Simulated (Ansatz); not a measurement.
One change: `C[Si](C)(C)[Ga]([Cl])[Cl]` becomes `C[Si](C)(C)CBCl`.

Ansatz, PBE0-D4/def2-TZVP geometries, multiplicity 1. Each molecule was computed in one conformer, which needn't be the lowest.

Scalar relativity is left out up to krypton.

```
                                        property  `C[Si](C)(C)[Ga]([Cl])[Cl]`
               HOMO energy (PBE/def2-TZVPP) / eV                        -6.54
  size of the dipole moment (PBE/def2-TZVPP) / D                         4.46
             HOMO energy (B3LYP/def2-TZVPP) / eV                        -7.47
           HOMO energy (ωB97M-V/def2-TZVPP) / eV                        -9.66
size of the dipole moment (B3LYP/def2-TZVPP) / D                         4.52
              LUMO energy (PBE0/def2-TZVPP) / eV                        -1.66
```

Task: What does the change do to each property? (Estimate.)

Result: Computed: 
```json
{"property": "HOMO energy (PBE/def2-TZVPP) / eV", "`C[Si](C)(C)CBCl`": "-6.72", "shift": "-0.18"}
{"property": "size of the dipole moment (PBE/def2-TZVPP) / D", "`C[Si](C)(C)CBCl`": "2.03", "shift": "-2.43"}
{"property": "HOMO energy (B3LYP/def2-TZVPP) / eV", "`C[Si](C)(C)CBCl`": "-7.84", "shift": "-0.37"}
{"property": "HOMO energy (ωB97M-V/def2-TZVPP) / eV", "`C[Si](C)(C)CBCl`": "-10.30", "shift": "-0.64"}
{"property": "size of the dipole moment (B3LYP/def2-TZVPP) / D", "`C[Si](C)(C)CBCl`": "1.99", "shift": "-2.53"}
{"property": "LUMO energy (PBE0/def2-TZVPP) / eV", "`C[Si](C)(C)CBCl`": "-0.97", "shift": "0.69"}
```

With PBE0 the HOMO falls by 0.40 eV and the LUMO rises by 0.69 eV, so the gap widens by about 1.09 eV. PBE moves the HOMO by -0.18 eV and ωB97M-V by -0.64 eV. Dipoles are sizes alone; their direction can turn.

B3LYP here is the variant with VWN-RPA as its local correlation; programs differ in this.
